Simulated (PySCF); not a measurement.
AlH3O3, SMILES [OH][Al]([OH])[OH] (connectivity only; charge and spin as stated), charge -1, multiplicity 2.

Geometry: PBE0-D3(BJ)/def2-SVPD. The multiplicity is an assumed one; other spin states were not compared. The isomer is the one that the SMILES or the coordinates give; other isomers of the formula were not compared. Other conformers were not sampled.

Computed with PySCF with PBE/def2-TZVPD.

Gas-phase values at a fixed geometry. A positive occupied level means that this level leaves the electron formally unbound; only the finite basis holds it.

Task: Estimate the frontier levels, dipole moment and polarisability. (Estimate from the structure and the level; the computed values follow.)

Result: 
```
Property                                                              Value
------------------------------------------------  -------------------------
α spin, highest occupied and lowest empty level            1.29 and 3.21 eV
β spin, highest occupied and lowest empty level           -1.84 and 2.29 eV
dipole moment about the centre of nuclear charge                     1.21 D
mean static polarisability                           135.5 bohr³ (20.07 Å³)
polarisability, principal values                  117.2, 134.2, 155.0 bohr³
⟨S²⟩                                                0.752 (pure state 0.75)
```
